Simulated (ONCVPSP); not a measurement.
Reading a pseudo-wave (holmium (Ho))

Columns: radius, all-electron u(r) and pseudo u(r) of the 5d shell (level -1.56 eV) of holmium in the configuration [Xe] 4f10 5d2 6s1; PBE, scalar-relativistic, ONCV scheme, ONCVPSP 4.0.1.

```json
{"r (bohr)": "0.188", "all-electron": "0.1005", "pseudo": "0.0034"}
{"r (bohr)": "0.375", "all-electron": "-0.2029", "pseudo": "0.0256"}
{"r (bohr)": "0.562", "all-electron": "-0.1839", "pseudo": "0.0779"}
{"r (bohr)": "0.750", "all-electron": "0.0100", "pseudo": "0.1609"}
{"r (bohr)": "0.938", "all-electron": "0.2098", "pseudo": "0.2637"}
{"r (bohr)": "1.125", "all-electron": "0.3632", "pseudo": "0.3689"}
{"r (bohr)": "1.312", "all-electron": "0.4672", "pseudo": "0.4608"}
{"r (bohr)": "1.500", "all-electron": "0.5309", "pseudo": "0.5288"}
{"r (bohr)": "1.688", "all-electron": "0.5646", "pseudo": "0.5693"}
{"r (bohr)": "1.875", "all-electron": "0.5774", "pseudo": "0.5852"}
{"r (bohr)": "2.062", "all-electron": "0.5766", "pseudo": "0.5837"}
{"r (bohr)": "2.250", "all-electron": "0.5669", "pseudo": "0.5714"}
{"r (bohr)": "2.438", "all-electron": "0.5517", "pseudo": "0.5538"}
{"r (bohr)": "2.625", "all-electron": "0.5334", "pseudo": "0.5340"}
{"r (bohr)": "2.812", "all-electron": "0.5133", "pseudo": "0.5134"}
{"r (bohr)": "3.000", "all-electron": "0.4924", "pseudo": "0.4923"}
{"r (bohr)": "3.188", "all-electron": "0.4712", "pseudo": "0.4711"}
{"r (bohr)": "3.375", "all-electron": "0.4502", "pseudo": "0.4501"}
{"r (bohr)": "3.562", "all-electron": "0.4294", "pseudo": "0.4294"}
{"r (bohr)": "3.750", "all-electron": "0.4089", "pseudo": "0.4089"}
{"r (bohr)": "3.938", "all-electron": "0.3888", "pseudo": "0.3888"}
{"r (bohr)": "4.125", "all-electron": "0.3693", "pseudo": "0.3693"}
{"r (bohr)": "4.312", "all-electron": "0.3503", "pseudo": "0.3503"}
{"r (bohr)": "4.500", "all-electron": "0.3318", "pseudo": "0.3317"}
{"r (bohr)": "4.688", "all-electron": "0.3139", "pseudo": "0.3139"}
{"r (bohr)": "4.875", "all-electron": "0.2967", "pseudo": "0.2967"}
```

Q: How many radial nodes do the two functions have?

A: The all-electron 5d function has n − l − 1 = 2; the pseudo-wave has 0, since the states of the same l below it are removed with the core.

Q: At about which radius was the pseudo-wave matched?

A: 3.15 bohr. The columns agree to 0.0005 from 2.81 bohr on; several derivatives are matched, so the curves merge somewhat inside the radius.

Q: Is the pseudo-wave norm-conserving?

A: Yes: the ONCV scheme keeps the norm inside the radius equal to the all-electron one, which fixes the energy derivative of the logarithmic derivative at the level.
